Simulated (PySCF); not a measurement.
**Fine-structure interval along the 5-electron series**

Calculated with PySCF 2.14 and a two-component X2C-1e Hamiltonian (Gaussian nucleus, no Breit or QED terms), each ion in its own even-tempered basis scaled to its charge; GMP2 freezes nothing and drops the highest virtual spinors. Values in cm⁻¹.

| ion | configuration | GHF (screened spin-orbit) | GMP2 (screened spin-orbit) | GHF (bare spin-orbit) |
| --- | --- | --- | --- | --- |
| Al⁸⁺ | [He] 2s2 2p1 | 6012.0 | 5165.0 | 6969.8 |
| P¹⁰⁺ | [He] 2s2 2p1 | 11099 | 10250 | 12702 |

Problem. Fill in the row of Si⁹⁺.

Solution. configuration: [He] 2s2 2p1; GHF (screened spin-orbit): 8231.6; GMP2 (screened spin-orbit): 7389.1; GHF (bare spin-orbit): 9484.7.
